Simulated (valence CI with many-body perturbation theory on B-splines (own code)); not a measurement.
## Assign the levels of Eu¹⁴⁺

Computed by valence CI with perturbative core correlation (CI+MBPT): three valence electrons over a frozen Dirac-Fock core [Kr] 4d10, radial functions for each j: 7 s, 7 p, 7 d, 7 f, 4 g, 2 h, with the one-electron correlation potential Σ1, the two-electron term Σ2, the three-electron term Σ3, Breit, model QED; selected CI, second order for the rest, scaled by the run's own slope (own B-spline code, finite nucleus).

No measured levels were compared; by estimate terms of the open shell hold to a few per cent of their energy, and close levels can change places; configurations with another count of f electrons can be misplaced by thousands of cm⁻¹.

| No. | J | Parity | E (cm⁻¹) | g |
| --- | --- | --- | --- | --- |
| 1 | 7/2 | even | 0.0 | 0.672 |
| 2 | 9/2 | odd | 2431 | 0.734 |
| 3 | 9/2 | even | 2606 | 0.969 |
| 4 | 11/2 | odd | 6560 | 0.966 |
| 5 | 11/2 | even | 6758 | 1.130 |
| 6 | 3/2 | even | 9693 | 0.410 |
| 7 | 13/2 | odd | 10794 | 1.105 |
| 8 | 13/2 | even | 11358 | 1.229 |
| 9 | 5/2 | even | 11455 | 1.027 |
| 11 | 7/2 | even | 13957 | 1.220 |
| 12 | 15/2 | odd | 15049 | 1.196 |
| 15 | 11/2 | even | 21750 | 1.089 |
| 17 | 5/2 | even | 22884 | 0.877 |
| 19 | 9/2 | even | 24168 | 1.151 |

Energies count from the lowest level. Strongly mixed levels and levels close to another of their J and parity are left out, so the numbers can have gaps.

**Question.** Give configuration and LS term of each level.

**Answer.** 1: 4f²5s ⁴H; 2: 4f³ ⁴I°; 3: 4f²5s ⁴H; 4: 4f³ ⁴I°; 5: 4f²5s ⁴H; 6: 4f²5s ⁴F; 7: 4f³ ⁴I°; 8: 4f²5s ⁴H; 9: 4f²5s ⁴F; 11: 4f²5s ⁴F; 12: 4f³ ⁴I°; 15: 4f²5s ²H; 17: 4f²5s ²F; 19: 4f²5s ²G.
